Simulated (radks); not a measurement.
Task: Successive ionisation energies (eV) of one element, from differences of total energies of ions in their ground configurations, starting at charge 31: 1229.1, 1341.8, 1386.5, 2371.5, 2471.8, 2573.6, 2677.0, 2781.7, 2887.9, 3029.0. Calculated with a radial shooting solver on a logarithmic mesh with Libxc functionals: Dirac Kohn-Sham, PBE, spin-unpolarised, spherical densities, finite nucleus; open shells fill j = l - 1/2 first; Fermi nuclear charge, rms radius 5.0819 fm. Which element is it?

Result: Samarium (Z = 62). The first species listed is Sm31+ in [Ar] 3d10 4s2 4p1, the last Sm40+ in [Ar] 3d4.
